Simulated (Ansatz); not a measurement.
Geometry optimisation, RKS B3LYP/def2-SVP in Ansatz 0.2.0.

The input (input.yaml):

```yaml
crystal:
  periodic: [false, false, false]
  atoms:
    - { symbol: Zr, position_ang: [-0.156984, -0.146418, 0.075651] }
    - { symbol: Cl, position_ang: [-0.19985, -0.133711, 2.561485] }
    - { symbol: Cl, position_ang: [1.999271, -0.470205, -0.841128] }
    - { symbol: Cl, position_ang: [-1.360318, 1.595013, -0.95352] }
    - { symbol: O, position_ang: [-1.102668, -1.708343, -0.380077] }
    - { symbol: H, position_ang: [-1.585412, -2.514067, -0.594076] }
    - { symbol: O, position_ang: [1.542968, 2.32355, 1.341843] }
    - { symbol: H, position_ang: [2.475313, 2.090225, 1.225333] }
    - { symbol: H, position_ang: [1.304479, 1.922156, 2.210491] }
basis:
  gaussian: { orbitals: def2-SVP }
hamiltonian:
  xc: b3lyp
relax:
  f_tol: 0.03
  max_steps: 50
```

Command:

```bash
$ ansatz run input.yaml --threads 4 --pin off --max-ram 5120MiB --backend cpu --events-out ev --progress --plain --runs-dir out
```

Q: Where does it end, and by what steps?

A: It converged. After 10 steps the energy has fallen by 0.515 eV; O7 moved furthest, 0.58 Å. Joined: Zr1–O7 (3.25 → 2.38 Å).

| step | energy less start (eV) | largest force component (eV/Å) | accepted |
| --- | --- | --- | --- |
| 0 | 0.0000 | 1.181 | yes |
| 1 | -0.1302 | 1.151 | yes |
| 2 | -0.2728 | 1.576 | yes |
| 3 | -0.4301 | 1.747 | yes |
| 4 | -0.4824 | 0.793 | yes |
| 5 | -0.5029 | 0.165 | yes |
| 6 | -0.4977 | 0.265 | no |
| 7 | -0.5105 | 0.071 | yes |
| 8 | -0.5146 | 0.106 | yes |
| 9 | -0.5077 | 0.604 | no |
| 10 | -0.5152 | 0.008 | yes |

```xyz
9
Properties=species:S:1:pos:R:3
Zr -0.037 0.071 0.262
Cl -0.388 -0.154 2.638
Cl 2.113 -0.367 -0.734
Cl -1.326 1.745 -0.815
O -0.929 -1.505 -0.295
H -1.342 -2.336 -0.542
O 1.300 1.828 1.154
H 2.223 1.816 0.855
H 1.302 1.860 2.124
```

Whether the end is a true minimum wasn't checked by a vibrational analysis.

Run time: 38 s on 4 threads of Arm Neoverse V1, with other jobs on the host, peak memory 0.36 GiB.
